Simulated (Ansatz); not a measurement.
Consider the isomerisation: `[NH2][GeH]1[CH2][S]1` → `C[S][Ge][NH2]`.

Program: Ansatz. Geometries: PBE0-D4/def2-TZVP. ΔE: electronic, gas phase. CCSD(T)/CBS adds triple-zeta CCSD(T) − MP2 to the extrapolated MP2 energy (def2 sets, frozen cores). DFT in def2-TZVPP. B3LYP here is the variant with VWN-RPA as its local correlation; programs differ in this. For Ge outer-core shells are correlated without core-valence functions, which leaves a few kJ/mol of doubt a bond. Scalar relativity is left out up to krypton. One conformer a species, not always the lowest.

`[NH2][GeH]1[CH2][S]1`:

Z-matrix (Å, degrees):
```
Ge
C 1 1.913
S 1 2.201 2 53.4
N 1 1.821 2 119.1 3 109.4
H 1 1.524 2 123.0 3 -103.1
H 2 1.086 1 118.4 3 -107.3
H 2 1.085 1 119.6 3 107.1
H 4 1.011 1 113.9 2 -163.3
H 4 1.011 1 113.7 2 -37.8
```

`C[S][Ge][NH2]`:

Z-matrix (Å, degrees):
```
C
S 1 1.814
H 1 1.090 2 109.3
H 1 1.090 2 109.3 3 -119.5
H 1 1.092 2 111.1 3 120.2
Ge 2 2.235 1 100.3 3 -120.5
N 6 1.819 2 96.1 1 -180.0
H 7 1.007 6 120.8 2 179.9
H 7 1.008 6 126.5 2 0.0
```

Problem. Is it downhill or uphill in electronic energy at CCSD(T)/CBS, and by how much? (Best estimate.)

Solution. The calculation gave: Downhill: ΔE = -0.98 eV.

Problem. What do these levels give: ωB97M-V, PBE, PBE0, B3LYP, CCSD(T)/def2-TZVPP, HF/CBS(def2)? (An estimate is asked.)

Solution. Ansatz gave: ωB97M-V -1.09, PBE -1.11, PBE0 -1.01, B3LYP -1.26, CCSD(T)/def2-TZVPP -0.88, HF/CBS(def2) -1.12 eV.

Largest T1 diagnostic among the species: 0.014.

From PBE to PBE0 (25 % exact exchange), in def2-TZVPP and without D4, ΔE moves by +0.10 eV. In def2-TZVPP, CCSD(T) changes the Hartree–Fock value by +0.23 eV (the triples alone add +0.03 eV) and MP2 by +0.31 eV.
